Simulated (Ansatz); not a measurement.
A nudged elastic band was laid between two geometries of Ge2H6O + H5NSi (16 atoms, charge 0, multiplicity 1).

The calculation used RKS PBE/def2-SVP (Ansatz 0.2.0).

```json
{
 "movable images": "7",
 "climbing image": "yes",
 "spring": "5.0 eV/Å²",
 "optimiser": "quadratic models (default)",
 "start path": "through a guess of the saddle point",
 "force threshold": "0.05 eV/Å",
 "iteration limit": "60",
 "end points": "relaxed"
}
```

First end point:

```xyz
16
Properties=species:S:1:pos:R:3
Ge -0.415 -0.591 0.161
O 0.303 0.118 1.696
H -0.408 0.308 2.338
H 0.845 -1.136 -0.565
Ge -1.648 1.074 -1.151
H -2.832 0.340 -1.853
H -2.246 2.155 -0.216
H -0.767 1.727 -2.241
H -1.325 -1.786 0.592
N 0.992 2.648 0.334
H 1.858 2.542 -0.204
Si 0.604 4.265 0.879
H 0.616 5.183 -0.314
H -0.775 4.228 1.483
H 1.522 4.877 1.917
H 0.915 1.871 1.015
```

Last end point:

```xyz
16
Properties=species:S:1:pos:R:3
Ge 0.467 0.820 -0.768
O -0.943 0.625 2.191
H -1.652 1.252 2.423
H 1.059 1.336 -2.119
Ge -1.977 0.813 -0.774
H -2.539 -0.483 -0.148
H -2.526 2.059 -0.031
H -2.467 0.904 -2.251
H 1.080 -0.571 -0.457
N 1.079 1.936 0.643
H 1.946 1.566 1.053
Si 1.017 3.699 0.571
H 2.017 4.327 -0.371
H -0.363 4.072 0.104
H 1.264 4.252 1.949
H -0.221 1.216 1.855
```

**Question.** Which bonds break or form, and what moves?

**Answer.** Bonds broken: Ge1–O2, N10–H16. Bonds formed: Ge1–N10, O2–H16. Ge2H6O + H5NSi becomes Ge2H9NSi + H2O.

**Question.** Give the energies along the band, and the barrier.

**Answer.** The run converged. The highest image is number 4 of 0 to 8, 1.09 eV above the first end and 0.96 eV above the last; the last end lies 0.12 eV above the first. A vibrational analysis at the climbing image gives one clearly imaginary mode, 565i cm⁻¹: a first-order saddle point. The orbitals stay closed-shell, which can raise the energy where a bond breaks towards radicals; this wasn't checked here.

```
image  path coordinate (Å)  energy (eV)  Ge1–O2 (Å)  N10–H16 (Å)  Ge1–N10 (Å)
    0                 0.00         0.00        1.84         1.04         3.53
    1                 2.54         0.04        1.83         1.03         3.44
    2                 5.08         0.05        1.83         1.03         4.16
    3                 7.62         0.10        1.83         1.03         3.77
    4                10.16         1.09        2.14         1.18         2.12
    5                10.90         0.42        2.62         1.69         1.94
    6                11.64         0.18        3.04         1.89         1.91
    7                12.38         0.13        3.20         1.92         1.90
    8                13.12         0.12        3.28         1.92         1.90
```

**Question.** What is the geometry of the highest image?

**Answer.** 
```xyz
16
Properties=species:S:1:pos:R:3
Ge 0.045 0.641 -0.300
O -0.500 0.453 1.760
H -1.427 0.689 1.955
H 0.758 1.275 -1.583
Ge -2.314 1.059 -0.844
H -3.272 0.202 0.032
H -2.640 2.551 -0.543
H -2.635 0.806 -2.344
H 0.592 -0.811 -0.270
N 1.193 1.910 0.952
H 2.129 1.494 1.069
Si 1.227 3.666 0.629
H 1.811 3.950 -0.726
H -0.197 4.134 0.684
H 2.043 4.368 1.679
H 0.428 1.438 1.719
```

**Question.** What are the harmonic wavenumbers there?

**Answer.** 565i, 34, 62, 88, 109, 118, 135, 239, 325, 335, 361, 424, 458, 542, 565, 581, 654, 671, 725, 741, 765, 840, 850, 858, 873, 903, 907, 916, 970, 1003, 1525, 1787, 1850, 2046, 2062, 2071, 2072, 2172, 2181, 2196, 3437, 3711 cm⁻¹.

The band took 50 iterations and about 22 core-minutes.

The run took 5.9 min on 4 threads of AMD EPYC 9R45 96-Core Processor (Zen 5), on a shared host, peak memory 0.31 GiB.
